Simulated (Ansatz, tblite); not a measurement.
Forces on Ge12NH23, a cluster cut from the lattice of germanium (1 of the caps NH2) at its PBE-D4/def2-SVP geometry. Total charge 0; singlet.

The xTB rows come from tblite. Correlated methods freeze 109 core orbitals; core or outer-core shells of Ge are correlated, in sets that lack core-valence functions. Single mean-field runs in def2-SVP are fitted with def2-universal-jkfit.

GFN2-xTB (tblite), largest force 0.61 eV/Å:

```xyz
36
positions Å, forces eV/Å
Ge    2.161   -0.980   -3.368   -0.107    0.196   -0.162
Ge   -0.329   -2.487    1.047    0.013    0.146   -0.128
Ge    3.184    2.531   -1.643   -0.144    0.070   -0.216
Ge    0.626    0.981    2.857   -0.140    0.088   -0.089
Ge   -0.331    0.894   -0.968    0.155    0.039   -0.162
Ge   -3.005   -0.649    3.381   -0.062    0.155   -0.187
Ge    3.427    1.098   -3.610    0.016   -0.108    0.214
Ge    0.818   -0.338    0.809   -0.176   -0.006    0.169
Ge   -0.198   -0.455   -3.003    0.133   -0.059    0.102
Ge   -2.727   -2.057    1.398   -0.121   -0.151    0.296
Ge    0.820    3.028   -1.277    0.127   -0.090    0.086
Ge   -1.747    1.441    3.216    0.075   -0.192    0.146
N    -3.826   -3.553    1.642    0.500   -0.219   -0.264
H     2.694   -1.772   -2.141   -0.103    0.068   -0.419
H     2.350   -1.871   -4.630    0.022    0.087    0.446
H     0.252   -3.286    2.253   -0.069    0.005   -0.376
H    -0.087   -3.343   -0.233    0.051    0.019    0.390
H     3.742    1.791   -0.394   -0.033    0.323   -0.297
H     4.009    3.838   -1.829   -0.114   -0.389    0.212
H     1.205    0.211    4.079   -0.021    0.327   -0.264
H     1.419    2.312    2.704   -0.079   -0.388    0.192
H    -1.815    1.113   -0.545    0.173   -0.040   -0.027
H    -2.471   -1.438    4.613   -0.293    0.219   -0.220
H    -4.513   -0.358    3.631    0.440   -0.168    0.118
H     4.929    0.794   -3.880   -0.409    0.169   -0.106
H     2.874    1.866   -4.846    0.310   -0.219    0.259
H     2.313   -0.521    0.403   -0.172    0.008    0.026
H    -1.031   -1.759   -2.831    0.087    0.361   -0.203
H    -0.760    0.317   -4.232    0.017   -0.332    0.268
H    -3.826   -4.164    0.815   -0.054    0.279    0.500
H    -3.515   -4.127    2.436   -0.219    0.307   -0.448
H    -3.290   -1.336    0.138    0.030   -0.221    0.186
H     0.635    3.919   -0.014   -0.041   -0.078   -0.423
H     0.252    3.803   -2.502    0.102   -0.044    0.408
H    -1.958    2.285    4.507   -0.006   -0.076   -0.449
H    -2.281    2.271    2.015    0.112   -0.084    0.424
```

PBE-D4/def2-SVP (Ansatz), largest force 0.03 eV/Å:

```
Ge 0.001 0.003 -0.004
Ge 0.016 -0.006 -0.005
Ge 0.000 0.000 -0.004
Ge 0.000 0.003 -0.001
Ge 0.000 0.004 -0.005
Ge 0.002 -0.002 -0.010
Ge -0.001 -0.001 0.002
Ge -0.002 -0.002 0.005
Ge 0.001 -0.001 0.001
Ge -0.015 0.021 0.021
Ge 0.001 0.000 0.002
Ge -0.001 -0.004 0.004
N 0.008 0.000 0.007
H -0.001 -0.001 0.002
H -0.002 0.000 0.000
H -0.003 0.002 -0.001
H 0.001 0.000 0.001
H 0.000 0.001 0.002
H -0.001 0.001 0.000
H 0.000 -0.001 -0.001
H 0.001 -0.002 0.000
H -0.001 -0.002 0.003
H 0.000 0.000 0.000
H 0.000 0.000 -0.003
H 0.000 -0.001 0.001
H 0.002 -0.001 0.001
H 0.000 -0.001 -0.001
H -0.002 0.000 0.001
H -0.001 0.000 0.002
H -0.003 -0.013 -0.003
H -0.002 -0.003 -0.007
H 0.005 0.003 -0.010
H -0.001 -0.001 0.000
H -0.001 -0.001 0.000
H 0.002 0.002 0.000
H 0.000 0.002 0.000
```

B2PLYP/def2-SVP (Ansatz), largest force 0.38 eV/Å:

```
Ge 0.125 -0.270 -0.058
Ge 0.141 -0.285 -0.023
Ge 0.240 0.125 0.138
Ge 0.220 0.105 0.184
Ge -0.229 0.054 0.027
Ge -0.174 -0.067 0.217
Ge 0.182 0.064 -0.239
Ge 0.215 -0.034 -0.028
Ge -0.225 -0.098 -0.180
Ge -0.237 -0.028 -0.118
Ge -0.113 0.284 0.014
Ge -0.134 0.269 0.066
N 0.278 -0.255 -0.047
H -0.087 0.128 -0.215
H -0.035 0.153 0.220
H -0.104 0.134 -0.203
H -0.045 0.141 0.229
H -0.087 0.134 -0.212
H -0.143 -0.226 0.034
H -0.094 0.131 -0.206
H -0.132 -0.234 0.035
H 0.260 -0.037 -0.080
H -0.090 0.129 -0.202
H 0.264 -0.051 -0.047
H -0.261 0.053 0.047
H 0.096 -0.129 0.205
H -0.273 0.016 0.081
H 0.140 0.229 -0.038
H 0.091 -0.132 0.208
H -0.018 0.187 0.289
H -0.131 0.184 -0.279
H 0.107 -0.120 0.210
H 0.030 -0.149 -0.226
H 0.092 -0.129 0.209
H 0.040 -0.140 -0.224
H 0.088 -0.133 0.211
```
